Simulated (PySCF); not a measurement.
PhCHFCH2OH, C8H9FO.
Z-matrix (Å and degrees, PBE0-D3(BJ)/def2-SVP geometry), rows numbered from 1:
```
O 
C   1  1.3938
C   2  1.5196  1  111.46
F   3  1.3890  2  106.28  1   -57.14
C   3  1.5003  2  112.93  1  -178.57
C   5  1.3968  3  120.46  2    95.09
C   6  1.3934  5  120.20  3  -177.09
C   7  1.3937  6  120.21  5     0.27
C   8  1.3946  7  119.77  6    -0.28
C   9  1.3926  8  120.08  7     0.01
H   1  0.9647  2  106.50  3    53.68
H   2  1.1095  1  112.68  3  -121.50
H   2  1.1011  1  108.27  3   120.13
H   3  1.1038  2  108.94  1    57.72
H   6  1.0916  5  119.16  3     3.79
H   7  1.0928  6  119.73  5  -179.63
H   8  1.0926  7  120.14  6  -179.96
H   9  1.0927  8  120.11  7  -179.53
H  10  1.0942  5  119.82  3    -3.62
```

Probes without a nucleus sit at each ring's centroid and 1 Å off its mean plane on both sides; NICS is minus the shielding there, NICSzz its component along the normal. Level: GIAO KT2/pcSseg-1 (PySCF, non-relativistic, gas phase) on the PBE0-D3(BJ)/def2-SVP geometry, one conformer.

Ring bond lengths (Å): C5–C6 1.397, C6–C7 1.393, C7–C8 1.394, C8–C9 1.395, C9–C10 1.393, C10–C5 1.398.

What do the NICS probes read (ppm)?

```tsv
ring	type	NICS(0)	NICS(1), two faces	NICS(1)zz, two faces	rms pucker (Å)	centre to ring atoms, mean (Å)
C5–C6–C7–C8–C9–C10	6-membered carbocycle; formal bonds all aromatic	-8.6	-11.1 / -11.1	-27.3 / -27.8	0.00	1.39
```

What do they say, and how far can they be read as aromaticity?

- C5–C6–C7–C8–C9–C10: mean NICS(1)zz -27.5 ppm, shielded. The ring is flat and has no four-coordinate atom; by the NICS criterion it is aromatic.

What does the geometric index give? HOMA = 1 − mean of α(R − Ropt)² over the ring bonds, with Krygowski's 1993 parameters (CC: Ropt 1.388 Å, α 257.7 Å⁻²).

- C5–C6–C7–C8–C9–C10: HOMA 0.99 = 1 − EN − GEO, with mean bond length 1.395 Å, EN = α(Ropt − mean)² = 0.012 and GEO = α × variance = 0.001. The geometric and the magnetic index point the same way.

At the first NICS(1) probe listed for ring C5–C6–C7–C8–C9–C10, 1 Å off the ring, what do the in-plane components average?

The isotropic value is a third of the trace: (3 × -11.1 − (-27.3))/2 = -3.0 ppm.

How do the values depend on the level or the medium?

```json
{"level": "KT2/pcSseg-1, gas", "NICS(0), C5–C6–C7–C8–C9–C10": "-8.6", "mean NICS(1)zz, C5–C6–C7–C8–C9–C10": "-27.5"}
{"level": "PBE0/pcSseg-1, gas", "NICS(0), C5–C6–C7–C8–C9–C10": "-8.8", "mean NICS(1)zz, C5–C6–C7–C8–C9–C10": "-28.7"}
```

The geometry is the same throughout.
